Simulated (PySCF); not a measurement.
C10H8SSe, SMILES C(=Cc1ccc[se]1)c1cccs1, GFN2-xTB optimised geometry.

```
20

C     -0.14    -0.66     0.00
C      0.22     0.64     0.00
C     -0.69     1.74     0.00
C     -2.06     1.74     0.00
C     -2.67     3.02     0.00
C     -1.80     4.07     0.00
Se    -0.03     3.51     0.00
C      0.77    -1.76     0.00
C      2.15    -1.78     0.00
C      2.68    -3.08     0.00
C      1.72    -4.05     0.00
S      0.14    -3.38     0.00
H     -1.19    -0.92     0.00
H      1.27     0.90     0.00
H     -2.64     0.84     0.00
H     -3.74     3.15     0.00
H     -2.05     5.11     0.00
H      2.75    -0.89     0.00
H      3.74    -3.29     0.00
H      1.85    -5.11     0.00
```

Density from PySCF with PBE/def2-SVP at that geometry.

Minimum of the electron density along straight lines between bonded atoms, close to the bond critical point (lines longer than 1.1 times the sum of covalent radii, or with two minima, are not listed):

| bond | length / Å | ρ at the minimum / e bohr⁻³ | ∇²ρ there / e bohr⁻⁵ | position (fraction from the first atom) |
|---|---|---|---|---|
| C1–C2 | 1.348 | 0.326 | -0.82 | 0.50 |
| C2–C3 | 1.430 | 0.282 | -0.66 | 0.49 |
| C3–C4 | 1.374 | 0.311 | -0.75 | 0.51 |
| C4–C5 | 1.408 | 0.295 | -0.70 | 0.50 |
| C5–C6 | 1.361 | 0.318 | -0.78 | 0.49 |
| C3–Se7 | 1.886 | 0.164 | -0.18 | 0.48 |
| C6–Se7 | 1.851 | 0.173 | -0.19 | 0.49 |
| C1–C8 | 1.428 | 0.283 | -0.67 | 0.49 |
| C8–C9 | 1.374 | 0.312 | -0.75 | 0.51 |
| C9–C10 | 1.405 | 0.296 | -0.70 | 0.50 |
| C10–C11 | 1.360 | 0.319 | -0.78 | 0.49 |
| C8–S12 | 1.744 | 0.206 | -0.40 | 0.46 |
| C11–S12 | 1.716 | 0.215 | -0.45 | 0.47 |
| C1–H13 | 1.081 | 0.281 | -1.04 | 0.63 |
| C2–H14 | 1.083 | 0.279 | -1.03 | 0.63 |
| C4–H15 | 1.076 | 0.280 | -1.05 | 0.63 |
| C5–H16 | 1.077 | 0.280 | -1.06 | 0.63 |
| C6–H17 | 1.075 | 0.281 | -1.07 | 0.64 |
| C9–H18 | 1.075 | 0.281 | -1.06 | 0.63 |
| C10–H19 | 1.076 | 0.281 | -1.06 | 0.63 |
| C11–H20 | 1.072 | 0.283 | -1.09 | 0.64 |
